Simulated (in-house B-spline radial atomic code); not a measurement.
The numbers below are computed, except where a source is named.
# Weak and strong correlation along the adiabatic connection

Two-electron singlets in several external potentials (atomic units), by full CI in B-splines with partial waves to l = 8 (correlation energies up to 0.6 % small). The repulsion is scaled by λ at fixed density; W(λ) is the mean repulsion less the Hartree energy, W(0) = E_x, and the area under W from 0 to 1 is E_xc.

Relative drop (W(λ) − E_x)/E_x:

```tsv
system	λ = 0.12	λ = 0.25	λ = 0.4	λ = 0.6	λ = 0.8	λ = 1
−Z/r, Z = 0.757, wall at 2.15 bohr	0.0133	0.0267	0.0410	0.0585	0.0742	0.0885
−Z/r, Z = 0.828, wall at 2.95 bohr	0.0165	0.0329	0.0502	0.0706	0.0886	0.1046
−Z/r, Z = 7.35, wall at 0.895 bohr	0.0025	0.0052	0.0083	0.0123	0.0163	0.0201
−Z/r, Z = 1.04	0.0324	0.0622	0.0912	0.1230	0.1489	0.1704
−V exp(−r²/w²), V = 2.13, w = 3.0	0.0209	0.0413	0.0623	0.0865	0.1074	0.1254
ω²r²/2 − Z/r, ω = 0.0572, Z = 0.7	0.0376	0.0714	0.1035	0.1378	0.1649	0.1869
−Z exp(−kr)/r, Z = 4.13, k = 1.75	0.0059	0.0122	0.0192	0.0281	0.0367	0.0449
```

Q: Order the systems by how far second-order (GL2) theory, half the initial slope (estimated from the first points of each curve), overshoots the correlation energy, least first.
A. −V exp(−r²/w²), V = 2.13, w = 3.0
B. −Z/r, Z = 1.04
C. −Z/r, Z = 0.828, wall at 2.95 bohr
D. −Z exp(−kr)/r, Z = 4.13, k = 1.75
E. ω²r²/2 − Z/r, ω = 0.0572, Z = 0.7
F. −Z/r, Z = 7.35, wall at 0.895 bohr
G. −Z/r, Z = 0.757, wall at 2.15 bohr

A: F (GL2/E_c = 1.03), D (GL2/E_c = 1.08), G (GL2/E_c = 1.19), C (GL2/E_c = 1.24), A (GL2/E_c = 1.30), B (GL2/E_c = 1.45), E (GL2/E_c = 1.52).

Q: What else changes along this order?

A: The ratio follows the bend of the curve. With it the leading natural occupation goes from 1.999 to 1.887 and −T_c/E_c from 0.97 to 0.66 between the first and the last.
